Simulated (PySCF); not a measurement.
**Computed properties of CH8O2Si2, SMILES [Si](C)(O)([SiH3])O**

CH8O2Si2, SMILES C[Si](O)(O)[SiH3]. The structure is a stationary point at PBE0-D3(BJ)/def2-SVP. The structure was generated by enumeration, and PubChem lists no compound with its InChIKey, so it may never have been made. One conformer was computed; it need not be the lowest. All values are computed for the isolated molecule unless a solvent is named; none is compared with measurement here.

**Structure.** All 33 harmonic modes at PBE0-D3(BJ)/def2-SVP (PySCF) are real, so it is a minimum. With heavy atoms numbered as in [SiH3:1][Si:2]([CH3:3])([OH:4])[OH:5], the shortest bond between them is Si2–O5 at 1.663 Å and the longest Si1–Si2 at 2.343 Å.

**Vibrations.** The strongest infrared lines (harmonic, unscaled, degenerate partners summed) lie at 858 cm⁻¹ (245 km/mol, H 73 %, Si 17 %, O 9 %), 816 cm⁻¹ (168 km/mol, H 43 %, O 31 %, Si 18 %), 797 cm⁻¹ (140 km/mol, H 58 %, O 36 %). The softest mode is at 87 cm⁻¹ and the zero-point energy is 56.3 kcal/mol.

**Electronic structure.** r2SCAN/def2-TZVP (PySCF) places the frontier levels at -6.59 and -0.24 eV, a gap of 6.35 eV, and gives a dipole moment of 2.68 D and a mean polarisability of 74.4 bohr³. PBE/def2-TZVP (PySCF) at the same geometry gives -6.32 and -0.59 eV, so its gap is 0.62 eV narrower. An orbital gap is neither the optical nor the fundamental gap.

**Excitations.** TDA-CAM-B3LYP/def2-SVPD (PySCF) has S1 at 6.68 eV (186 nm, f = 0.035, weak); the most intense of the 10 singlets computed lies at 8.24 eV (f = 0.40). T1 (TDA) is at 6.08 eV, 0.60 eV under S1. TDA-PBE/def2-SVPD (PySCF) puts S1 at 5.70 eV. No vertical singlet excitation falls in the visible range (under 3.1 eV).

**NMR.** GIAO shifts at KT2/pcSseg-1 (PySCF) (non-relativistic, atoms alike by connectivity averaged): ¹³C at 9.1 ppm against TMS; ¹H from 0.5 to 3.6 ppm against TMS; ²⁹Si from -118.7 to 19.1 ppm against TMS.

**Solvation.** SMD-PBE0/def2-SVP (PySCF) gives -6.3 kcal/mol in water, -4.6 kcal/mol in chlorobenzene, -5.1 kcal/mol in ethylethanoate (1 M in both phases, gas-phase geometry); of these solvents water holds the molecule best.
